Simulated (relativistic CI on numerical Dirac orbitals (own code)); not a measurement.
## Calculated levels, Pb⁷⁵⁺

Calculated at this level of theory: Dirac-Coulomb-Breit CI, separate exchange-only KLI orbitals for each configuration, QED by a radiative potential, unscaled Slater integrals (own radial code, finite nucleus).

CI space (outside the closed core 1s2): 2s2 2p3, 2s 2p4, 2p5, 2s2 2p2 3s, 2p4 3s, 2p4 3p, 2s2 2p2 3p, 2p4 3d, 2s2 2p2 3d, 2s 2p3 3s, 2s 2p3 3p, 2s 2p3 3d, 2s2 2p2 4s, 2s2 2p2 4p, 2s2 2p2 4d, 2s2 2p2 4f, 2s2 2p 3s2, 2s2 2p 3s 3p, 2s 2p3 4s, 2s2 2p2 5s, 2s2 2p 3s 3d, 2s2 2p 3p2, 2s2 2p2 5p, 2s 2p3 4p, 2s2 2p2 5d, 2s2 2p2 5f, 2s2 2p2 5g, 2s 2p3 4d, 2s 2p3 4f, 2s2 2p 3p 3d, 2s 2p2 3s2, 2s2 2p 3d2, 2s 2p2 3s 3p, 2s 2p2 3s 3d, 2s 2p2 3p2, 2s 2p2 3p 3d. Levels of other configurations are missing.

The lowest level is 2s2 2p3 2P°_3/2, with 49 % of that term; Hund's rules for 2s2 2p3 give 4S° with J = 3/2, of which the calculation keeps J, while another term leads.

```csv
No.,Configuration,Term,J,E (10³ cm⁻¹),%,Landé g,Lifetime (s)
1,2s2 2p3,2P°,3/2,0,49,1.299,
2,2s2 2p3,4S°,3/2,18187,55,1.426,9.68e-12
3,2s2 2p3,2D°,5/2,18372,100,1.152,5.55e-11
4,2s2 2p3,2P°,1/2,18883,100,0.603,1.78e-11
5,2s 2p4,4P,5/2,21505,69,1.428,1.20e-13
6,2s 2p4,2S,1/2,22505,65,1.966,3.40e-14
7,2s 2p4,2P,3/2,22516,53,1.160,1.80e-14
8,2s2 2p3,2P°,3/2,37122,50,1.280,2.88e-12
9,2s 2p4,4P,3/2,39960,86,1.581,3.68e-14
10,2s 2p4,2D,5/2,40311,69,1.273,3.69e-14
11,2s 2p4,2P,1/2,40955,65,1.327,1.49e-14
12,2s 2p4,2D,3/2,41009,56,0.991,1.51e-14
13,2p5,2P°,3/2,44674,99,1.289,1.23e-14
14,2s 2p4,4P,1/2,59327,41,1.885,1.76e-14
15,2p5,2P°,1/2,63146,100,0.603,9.11e-15
16,2s2 2p2 3s,4P,1/2,87159,45,1.981,2.55e-15
17,2s2 2p2 3p,2P°,1/2,88165,47,0.640,1.83e-13
18,2s2 2p2 3p,2P°,3/2,93664,36,1.316,1.38e-13
19,2s2 2p2 3d,2D,3/2,94476,43,0.779,2.51e-15
20,2s2 2p2 3d,2D,5/2,95919,37,1.183,4.43e-16
21,2s2 2p2 3s,4P,3/2,105516,88,1.644,4.06e-15
22,2s2 2p2 3s,2P,1/2,105612,67,1.285,1.85e-15
23,2s2 2p2 3s,2D,5/2,105674,65,1.293,3.62e-15
24,2s2 2p2 3s,2D,3/2,105741,64,0.939,1.96e-15
25,2s2 2p2 3p,4P°,1/2,106505,49,1.724,2.89e-13
26,2s2 2p2 3p,4D°,3/2,106555,55,1.115,2.46e-13
27,2s2 2p2 3p,2F°,5/2,106659,50,1.029,1.93e-13
28,2s2 2p2 3p,2P°,3/2,107085,43,1.291,1.18e-13
29,2s 2p3 3s,4P°,5/2,108455,49,1.572,5.06e-15
30,2s 2p3 3s,2P°,3/2,108733,35,1.405,2.17e-15
```

Energies count from the lowest computed level; ° marks odd parity; lifetimes are radiative, by E1, M1, E2, M2 decay to levels of this space only.

The mean weight of the leading LS term, summed over parents, in these 30 levels is 61 %, and that of the leading jj configuration (from the same eigenvectors) 100 %, so jj coupling describes them better and the LS labels are nominal.

At this charge energies of transitions that change n are usually good to better than 1 %, and those within a shell (Δn = 0) to a few per cent.

LS names give the leading component of a level, which can be under half, so a name can repeat, a term be missing and a line seem to break the LS rules.
